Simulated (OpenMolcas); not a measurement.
**What dynamic correlation does to the levels of Se**

* Program: OpenMolcas 26.06
* Basis: ANO-RCC-VDZP [5s4p2d]
* Scalar Hamiltonian: DKH2, point nucleus
* Active space: 4 electrons in 3 orbitals (4p)
* State averaging: 2S+1 = 3 even, 3 roots; 2S+1 = 1 even, 6 roots
* Spin-orbit coupling: RASSI with atomic mean-field integrals over the reference wave functions, term energies averaged over their components

Methods on the same reference wave functions:
A. CASSCF
B. SS-CASPT2, IPEA 0.25 Eh, imaginary shift 0.1 Eh (closed shells correlated: 3d 4s)

Energies in cm⁻¹ above 4s² 4p⁴ ³P₂, the measured ground level; measured values from NIST Handbook of Basic Atomic Spectroscopic Data.

```tsv
Level	A	B	Measured
4s² 4p⁴ ³P₂	0.0	0.0	0.0
4s² 4p⁴ ³P₁	1839	1851	1989
4s² 4p⁴ ³P₀	2466	2440	2534
4s² 4p⁴ ¹D₂	11777	10760	9576
4s² 4p⁴ ¹S₀	27771	24090	22446
```

Deviations, from unrounded energies. A percentage is the sum of absolute deviations over the sum of measured energies, with the sign that they share, or ± where signs differ.

```json
{"Against measurement": "mean absolute deviation (cm-1)", "Levels": "4", "A": "1900", "B": "770"}
{"Against measurement": "fine structure of the ground term (%)", "Levels": "2", "A": "-4.8", "B": "-5.2"}
{"Against measurement": "other terms of the ground configuration (%)", "Levels": "2", "A": "+23.5", "B": "+8.9"}
```

B lies closest to measurement on these levels. The largest miss of B in the table is 4s² 4p⁴ ¹S₀, by +1600 cm-1. The ranking rests on the paired levels alone, and a cruder setting can come out closer through cancelling errors.

From A to B the spin-free energies of the other terms of 4s² 4p⁴ shown, above ³P, scale by factors of 0.86 to 0.90.

The lowest spin-free term lies below A's lowest term by 0.090 hartree in B.

CASPT2 breaks the degeneracy within a term, and the mean is taken; among the terms shown or strongly mixed into the levels shown the widest spread is 130 cm-1 (4s² 4p⁴ ¹D, B). With the s shell closed, the reference lacks s² → p² mixing. Without dynamic correlation excited terms often stand tens of per cent too high (terms of higher spin than the ground term too low), and those without a measured partner can miss by more than the paired ones (holds for A). Measured partners are found by configuration, term and J. A level has none where our copy of the source lacks it or the pairing is in doubt (some pairs that miss far off the trend of their configuration count as doubtful), and it then counts in no deviation. Only configurations of the active space appear.
